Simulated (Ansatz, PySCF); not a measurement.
Potential energy curve for BrBe (cation, charge +1), lowest singlet found (which spin is the ground state isn't settled by this scan).

UCCSDT(Q) = CCSDT(Q) on UHF/cc-pVDZ, cores with 3d frozen in Ansatz (an electronic-structure program); UKS-B3LYP/6-31G* = unrestricted B3LYP/6-31G*, spherical d run with PySCF 2.14.0; RKS-B3LYP/6-31G* = restricted B3LYP/6-31G*, spherical d (PySCF).

Energies are in kcal/mol, each relative to the lowest point of its own curve between 1.55 and 2.33 Å, where full CI is lowest.

```tsv
R / Å	UCCSDT(Q)	UKS-B3LYP/6-31G*	RKS-B3LYP/6-31G*
1.55	49.9	44.8	44.8
1.67	?	14.6	14.6
1.79	?	2.0	2.0
1.89	0.0	0.0	0.0
1.98	?	2.4	2.4
2.05	?	6.0	6.0
2.13	?	11.5	11.5
2.18	13.9	15.4	15.4
2.23	17.9	19.5	19.5
2.33	26.3	28.1	28.1
2.43	34.8	36.8	36.8
2.56	—	47.7	47.7
2.73	—	60.0	60.6
2.90	—	68.3	71.6
```

Task: What belongs in the gaps?

Result: 
- 1.67, UCCSDT(Q): 17.4
- 1.79, UCCSDT(Q): 3.1
- 1.98, UCCSDT(Q): 1.7
- 2.05, UCCSDT(Q): 5.0
- 2.13, UCCSDT(Q): 10.1

Dashes: no converged value, or the column stops at the first point that the program doubted or that broke a chosen test of continuity, which isn't proof of a fault.

The scan ran from 1.55 to 7.40 Å; beyond the distances shown full CI changes its symmetry label. The unrestricted determinant behind UCCSDT(Q) is spin-contaminated at 2.43 to 2.90 Å (<S²> up to 1.0, against 0.00 for a pure singlet). The unrestricted determinant behind UKS-B3LYP/6-31G* is spin-contaminated at 2.73 to 2.90 Å (<S²> up to 0.7, against 0.00 for a pure singlet). The restricted form behind RKS-B3LYP/6-31G* keeps the bonding electrons paired and can't separate into open-shell fragments.
